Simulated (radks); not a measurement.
Results of a calculation; reference values are marked as such.
Trend from Zr2+ to Cd2+: ionisation energy by Delta-SCF between NIST ground configurations, and size. Code: a radial shooting solver on a logarithmic mesh with Libxc functionals. Model: scalar-relativistic Kohn-Sham, SCAN, spin-unpolarised, spherical densities, finite nucleus; meta-GGA in the generalised Kohn-Sham scheme; Fermi nuclear charge, rms radius of each element as measured or else 0.836 A^(1/3) + 0.57 fm.

| species | configuration | configuration of the ion | IE (eV) | NIST (eV) | kind | outermost | <r> outermost (bohr) | r at 0.001 e/bohr^3 (bohr) |
|---|---|---|---|---|---|---|---|---|
| Zr2+ | [Kr] 4d2 | [Kr] 4d1 | 22.169 | 23.170 | semi-emp. | 4d | 2.00 | 3.64 |
| Nb2+ | [Kr] 4d3 | [Kr] 4d2 | 24.402 | 25.040 | semi-emp. | 4d | 1.85 | 3.64 |
| Mo2+ | [Kr] 4d4 | [Kr] 4d3 | 26.527 | 27.1 | semi-emp. | 4d | 1.72 | 3.60 |
| Tc2+ | [Kr] 4d5 | [Kr] 4d4 | 28.554 | 29.550 | semi-emp. | 4d | 1.61 | 3.54 |
| Ru2+ | [Kr] 4d6 | [Kr] 4d5 | 30.580 | 28.470 | semi-emp. | 4d | 1.52 | 3.47 |
| Rh2+ | [Kr] 4d7 | [Kr] 4d6 | 32.536 | 31.060 | semi-emp. | 4d | 1.44 | 3.41 |
| Pd2+ | [Kr] 4d8 | [Kr] 4d7 | 34.482 | 32.930 | semi-emp. | 4d | 1.37 | 3.34 |
| Ag2+ | [Kr] 4d9 | [Kr] 4d8 | 36.422 | 34.8 | semi-emp. | 4d | 1.30 | 3.28 |
| Cd2+ | [Kr] 4d10 | [Kr] 4d9 | 38.300 | 37.47 | exp. | 4d | 1.25 | 3.22 |

Reference values: NIST Atomic Spectra Database (exp. = measured, semi-emp. = semi-empirical, theory = theoretical value adopted there). Spin polarisation and multiplet splitting are left out, so open shells lie too high by an amount that depends on their filling.

Beside tabulated values, note that spin-unpolarised runs miss the spin-polarisation part of the exchange energy of open shells.
